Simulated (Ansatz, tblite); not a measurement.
Cost and result up the ladder for Zn₂Te⁺ (the lowest doublet isomer of a short search) (3 atoms). Total charge 1; doublet. Geometry: PBE-D4/def2-TZVP.

Cartesian coordinates in Å:
```
Zn 0.0326 1.9408 -1.0316
Zn 0.5641 -1.4508 1.5520
Te -0.5967 -0.4900 -0.5204
```

Ansatz on 4 threads of Arm Neoverse V2 on a shared host; xTB runs through tblite on one thread. Times are rough, summed over both states, and most runs start from the orbitals of an earlier one. B2PLYP/def2-TZVP serves as the yardstick here, not as an exact answer. The other state is a quartet at its own geometry.

In the def2 sets Te takes a core potential; there is no spin–orbit coupling. The xTB rows come from tblite. LC-ωPBE has ω = 0.4 bohr⁻¹. B3LYP takes the VWN-RPA correlation. HSE06 is defined as in plane-wave codes, on full-range PBE exchange. Correlated methods freeze 22 core orbitals; core or outer-core shells of Te are correlated, in sets that lack core-valence functions. In CCSD on the charge 1 doublet the largest single amplitude is 0.23, so its Hartree–Fock determinant may place the open shell otherwise than the density functionals do. The structure comes from a short search, and lower isomers may exist.

Run but left out: HF/def2-TZVP, MP2/def2-TZVP (doublet: ⟨S²⟩ 1.05, where a pure state has 0.75).

Correlated methods converge slowly with the basis.

xTB has no spin-polarisation term.

```csv
level,functions,quartet − doublet (eV),difference from B2PLYP/def2-TZVP (eV),remarks
ωB97M-V/def2-TZVP,146,0.43,-0.17,–
B2PLYP/def2-TZVP,146,0.59,0.00,–
r2SCAN-D4/def2-TZVP,146,0.50,-0.10,–
B3LYP-D4/def2-TZVP,146,0.52,-0.07,–
GFN1-xTB,17,1.98,1.38,–
GFN2-xTB,17,1.45,0.86,–
HSE06-D4/def2-TZVP,146,0.55,-0.05,–
CCSD(T)/def2-TZVP,146,0.45,-0.14,spin-contaminated (⟨S²⟩ 1.05) (doublet)
RPA@PBE/def2-TZVP,146,0.63,0.04,–
PBE0-D4/def2-TZVP (with forces),146,0.52,-0.07,–
LC-ωPBE/def2-TZVP,146,0.22,-0.37,–
PBE-D4/def2-TZVP,146,0.67,0.08,–
```

(1) Estimate how long each takes.

Answers

(1) GFN1-xTB 0.002 s; GFN2-xTB 0.004 s; PBE-D4/def2-TZVP 4.6 s; B3LYP-D4/def2-TZVP 7.4 s; HSE06-D4/def2-TZVP 7.8 s; PBE0-D4/def2-TZVP (with forces) 8.8 s; RPA@PBE/def2-TZVP 8.9 s; B2PLYP/def2-TZVP 11 s; r2SCAN-D4/def2-TZVP 12 s; LC-ωPBE/def2-TZVP 15 s; ωB97M-V/def2-TZVP 54 s; CCSD(T)/def2-TZVP 66 s. On shared hardware such times vary by a factor of up to 3.
